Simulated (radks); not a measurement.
All-electron atom: Ti3+ in [Ar] 3d1. Method: Dirac Kohn-Sham, BLYP, spin-unpolarised, spherical densities, point nucleus; open shells are shared between the two j in proportion to 2j + 1; computed with a radial shooting solver on a logarithmic mesh with Libxc functionals. Some entries of the table are withheld. Estimate them.

orbital,occ.,eigenvalue (hartree),<r> (bohr)
1s1/2,2,-180.2044,0.06959
2s1/2,2,-20.97862,0.3249
2p1/2,2,-17.72064,(1)
2p3/2,4,-17.50830,(2)
3s1/2,2,-3.48435,0.9925
3p1/2,2,(3),1.052
3p3/2,4,(4),1.060
3d3/2,0.4,-1.27567,1.269
3d5/2,0.6,-1.27335,1.271

Answer. 
(1) 2p1/2 <r> (bohr): 0.2881
(2) 2p3/2 <r> (bohr): 0.2908
(3) 3p1/2 eigenvalue (hartree): -2.61777
(4) 3p3/2 eigenvalue (hartree): -2.59218
